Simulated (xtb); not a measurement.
Si(OSiH3)(F)3 (F₃H₃OSi₂), SMILES F[Si](F)(F)O[SiH3]. All values are semi-empirical tight-binding results from xtb (GFN2-xTB unless named), good for trends rather than for accurate numbers. Geometry: GFN2-xTB. Other conformers were not sampled.

Computed properties:
The point group as xtb finds it is Cs and the orbital gap is 6.26 eV. The dipole moment comes out as 3.12 D and the zero-point energy is 23.2 kcal/mol. The G − E(el) at 298.15 K (modified RRHO) comes out as 1.5 kcal/mol and the static polarisability (D4 model) is 74.7 bohr³. The solvation energy, GFN2-xTB/ALPB(water) is 1.9 kcal/mol and the solvation energy, GFN2-xTB/ALPB(dmso) comes out as -1.1 kcal/mol.
